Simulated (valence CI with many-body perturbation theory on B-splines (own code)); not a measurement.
## Level structure of Ho26+

Computed by valence CI with perturbative core correlation (CI+MBPT): five valence electrons over a frozen Dirac-Fock core [Kr], a basis of 7 s, 7 p, 8 d, 6 f, 4 g, 1 h functions for each j, with the one-electron correlation potential Σ1, the two-electron term Σ2, the three-electron term Σ3, Breit, model QED; selected CI, second order for the rest, scaled by the run's own slope (own B-spline code, finite nucleus).

The last digits are not significant, and no measured levels were compared; by estimate large intervals hold to a few tenths of a per cent, small ones and those within an open d or f shell to about a per cent. The list stops below the first excitations out of the core.

Levels 1 to 37 of 37, with energies above the lowest level, (4d3/2^4 4d5/2) J=5/2. "Leading %" is the weight of the configuration and term that name the level; weights of strongly mixed levels are sums over their largest components and can fall short. In the jj column 3d3/2^4 stands for four electrons in 3d with j = 3/2.

| No. | Configuration | Term | J | E (cm⁻¹) | Leading % | Second component | g | Leading jj |
| --- | --- | --- | --- | --- | --- | --- | --- | --- |
| 1 | 4d5 | 6S | 5/2 | 0 | 33 | 30 % 4d5 4P | 1.547 | 4d3/2^4 4d5/2 (76 %) |
| 2 | 4d5 | 6S | 5/2 | 52969 | 35 | 24 % 4d5 2F | 1.258 | 4d3/2^3 4d5/2^2 (66 %) |
| 3 | 4d5 | 4G | 7/2 | 83759 | 41 | 21 % 4d5 4D | 1.151 | 4d3/2^3 4d5/2^2 (97 %) |
| 4 | 4d5 | 4D | 3/2 | 86718 | 43 | 33 % 4d5 4P | 1.242 | 4d3/2^3 4d5/2^2 (95 %) |
| 5 | 4d5 | 4G | 11/2 | 89870 | 46 | 35 % 4d5 2H | 1.140 | 4d3/2^3 4d5/2^2 (94 %) |
| 6 | 4d5 | 4G | 9/2 | 98301 | 46 | 20 % 4d5 4F | 1.153 | 4d3/2^3 4d5/2^2 (88 %) |
| 7 | 4d5 | 4D | 5/2 | 102180 | 37 | 20 % 4d5 4G | 1.138 | 4d3/2^3 4d5/2^2 (76 %) |
| 8 | 4d5 | 4P | 1/2 | 107230 | 53 | 24 % 4d5 4D | 1.810 | 4d3/2^3 4d5/2^2 (78 %) |
| 9 | 4d5 | 2F | 7/2 | 118540 | 35 | 25 % 4d5 4F | 1.111 | 4d3/2^3 4d5/2^2 (90 %) |
| 10 | 4d5 | 2D | 5/2 | 136680 | 35 | 19 % 4d5 4G | 1.229 | 4d3/2^2 4d5/2^3 (67 %) |
| 11 | 4d5 | 2D | 3/2 | 146980 | 52 | 25 % 4d5 4F | 0.789 | 4d3/2^3 4d5/2^2 (66 %) |
| 12 | 4d5 | 4D | 7/2 | 151110 | 50 | 34 % 4d5 4G | 1.215 | 4d3/2^2 4d5/2^3 (93 %) |
| 13 | 4d5 | 2I | 11/2 | 155490 | 55 | 41 % 4d5 4G | 1.070 | 4d3/2^2 4d5/2^3 (95 %) |
| 14 | 4d5 | 4G | 9/2 | 160590 | 47 | 41 % 4d5 2G | 1.147 | 4d3/2^2 4d5/2^3 (88 %) |
| 15 | 4d5 | 4D | 1/2 | 164120 | 73 | 15 % 4d5 4P | 0.634 | 4d3/2^2 4d5/2^3 (93 %) |
| 16 | 4d5 | 2I | 13/2 | 169980 | 100 |  | 1.074 | 4d3/2^2 4d5/2^3 (100 %) |
| 17 | 4d5 | 4P | 3/2 | 170400 | 52 | 32 % 4d5 4F | 1.200 | 4d3/2^2 4d5/2^3 (92 %) |
| 18 | 4d5 | 2F | 5/2 | 174820 | 41 | 24 % 4d5 4D | 1.014 | 4d3/2^2 4d5/2^3 (90 %) |
| 19 | 4d5 | 2H | 9/2 | 190400 | 52 | 47 % 4d5 4F | 1.109 | 4d3/2^2 4d5/2^3 (99 %) |
| 20 | 4d5 | 2G | 7/2 | 194640 | 61 | 33 % 4d5 2F | 0.990 | 4d3/2^2 4d5/2^3 (98 %) |
| 21 | 4d5 | 4F | 5/2 | 197830 | 58 | 22 % 4d5 2D | 1.039 | 4d3/2^2 4d5/2^3 (93 %) |
| 22 | 4d5 | 2D | 3/2 | 204830 | 87 | 6 % 4d5 4F | 0.818 | 4d3/2^2 4d5/2^3 (67 %) |
| 23 | 4d5 | 2S | 1/2 | 214190 | 45 | 29 % 4d5 4P | 1.848 | 4d3/2^2 4d5/2^3 (63 %) |
| 24 | 4d5 | 2F | 7/2 | 214720 | 44 | 39 % 4d5 2G | 1.056 | 4d3/2^2 4d5/2^3 (86 %) |
| 25 | 4d5 | 4P | 5/2 | 230290 | 35 | 27 % 4d5 2F | 1.234 | 4d3/2 4d5/2^4 (86 %) |
| 26 | 4d5 | 2G | 9/2 | 233330 | 66 | 18 % 4d5 2H | 1.103 | 4d3/2^2 4d5/2^3 (84 %) |
| 27 | 4d5 | 4F | 7/2 | 251310 | 33 | 30 % 4d5 2F | 1.194 | 4d3/2 4d5/2^4 (96 %) |
| 28 | 4d5 | 2H | 11/2 | 258630 | 60 | 26 % 4d5 2I | 1.068 | 4d3/2 4d5/2^4 (97 %) |
| 29 | 4d5 | 2D | 3/2 | 260860 | 50 | 23 % 4d5 4D | 0.910 | 4d3/2 4d5/2^4 (84 %) |
| 30 | 4d5 | 2D | 5/2 | 270620 | 65 | 23 % 4d5 2F | 1.133 | 4d3/2^2 4d5/2^3 (50 %) |
| 31 | 4d5 | 2P | 3/2 | 274290 | 77 | 16 % 4d5 2D | 1.208 | 4d3/2^2 4d5/2^3 (84 %) |
| 32 | 4d5 | 2G | 9/2 | 278150 | 71 | 12 % 4d5 2H | 1.112 | 4d3/2 4d5/2^4 (82 %) |
| 33 | 4d5 | 2D | 5/2 | 288420 | 66 | 22 % 4d5 2F | 1.111 | 4d3/2 4d5/2^4 (46 %) |
| 34 | 4d5 | 2G | 7/2 | 294920 | 65 | 28 % 4d5 2F | 0.979 | 4d3/2 4d5/2^4 (90 %) |
| 35 | 4d5 | 2P | 1/2 | 319710 | 69 | 24 % 4d5 2S | 1.034 | 4d3/2 4d5/2^4 (76 %) |
| 36 | 4d5 | 2D | 3/2 | 355740 | 77 | 18 % 4d5 2P | 0.881 | 4d3/2 4d5/2^4 (88 %) |
| 37 | 4d5 | 2D | 5/2 | 360360 | 60 | 16 % 4d5 2F | 1.160 | 4d5/2^5 (75 %) |

The ionisation energy to 4d4 3P_0 of the next ion comes out as 930.43 eV (NIST: 929 ± 4 eV (theoretical)). All 37 levels together are meant to be complete up to 829890 cm⁻¹.
